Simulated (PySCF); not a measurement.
# Correlation energy of Mo³⁰⁺ (molybdenum, charge +30)

[Ne] 3s2, closed-shell 1S. Computed with PySCF 2.14 in an uncontracted even-tempered set (16 s from 4.4 bohr⁻², ratio 2.5; 10 p from 5.7 bohr⁻², ratio 2.5; 4 d from 22 bohr⁻², ratio 2.7; 4 f from 32 bohr⁻², ratio 2.7), with no relativity, point nucleus. Frozen: 1s2; 10 electrons correlated; the 17 highest virtual orbitals of each spin left out.

```tsv
level	correlation energy (mhartree)
CCSD	-480.89
(T)	-1.89
CCSD(T)	-482.78
```

Diagnostics: T1 = 0.00044, D1 = 0.0014, largest double amplitude 0.088.

**Question.** Is a single reference adequate?

**Answer.** Mostly. T1 lies below 0.03, but a double amplitude of this size points to a near-degeneracy that CCSD handles and MP2 describes poorly.

At this charge a non-relativistic calculation is a model, useful for the Z dependence of the correlation energy.
